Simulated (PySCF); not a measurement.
# HCoO: bending curve

Method: UPBE0/[Co def2-TZVP, O def2-TZVP, H def2-TZVP], no relativity, density fitting, PySCF.

Rigid scan from the quintet minimum (Co–H 1.596 Å, Co–O 1.628 Å; H–Co–O 157.7°). Coordinate: the O–Co–H angle, bonds fixed. Energies in kJ/mol from the minimum.

```tsv
bond angle (°)	E (kJ/mol)	dipole size (D)	⟨S²⟩
80	89.8	4.01	6.03
90	65.1	4.04	6.03
100	44.5	3.91	6.03
110	28.2	3.68	6.03
120	16.2	3.36	6.03
130	7.8	2.97	6.03
140	2.6	2.52	6.03
150	0.3	2.02	6.02
160	0.0	1.47	6.03
170	0.5	0.93	6.03
180	0.7	0.65	6.03
```

With the bonds held, the linear shape lies 0.7 kJ/mol from the minimum.

With open d or f shells other occupations or spin states may lie lower.

Other isomers or separated fragments may lie lower.
